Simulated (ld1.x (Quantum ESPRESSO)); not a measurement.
Building the RRKJ potential for Ti (Z = 22) (BP86, scalar-relativistic).

```
Element                 : titanium (Ti)
Generator               : ld1.x (Quantum ESPRESSO) 7.5
Type                    : norm-conserving RRKJ (Kleinman–Bylander form)
Functional              : BP86
Relativity              : scalar-relativistic
Frozen core             : [Ne]
Valence charge          : 12
Reference configuration : 3s2 3p6 3d2 4s0 4p0 (charge +2)
Partial waves           : 3p (bound): rc 1.30 bohr; 3d (bound): rc 2.55 bohr; 3s (bound): rc 1.65 bohr
Local potential         : the s channel
Core correction         : a·sin(br)/r model core inside 0.54 bohr
```

Estimate the cutoffs (Ry, on a coarse ladder) from which the occupation-weighted sum of valence levels, in a spherical-Bessel basis at the reference potential, stays within 10 and 1 mRy of its value at 400 Ry.

70 Ry and 90 Ry.

Does the potential have ghost states?

No extra level below or beside the all-electron valence levels (p, d, s, f tested).

Which valence shell sets the plane-wave cutoff?

3p: its level needs 80 Ry to come within 1 mRy, against 40 Ry for 3s.

Tests: 3s2 3p6 3d2 4s2 4p0; 3s2 3p6 3d2 4s1 4p0; 3s2 3p6 3d1 4s0 4p0; 3s2 3p6 3d2 4s0 4p1; 3s2 3p6 3d2 4s1.5 4p0; 3s1 3p6 3d2 4s2 4p0; 3s2 3p6 3d2 4s0 4p2. Which has the largest error in its energy relative to the reference configuration, and how large is it?

3s1 3p6 3d2 4s2 4p0, with +2441 meV (all-electron minus pseudo) on +48.55 eV.
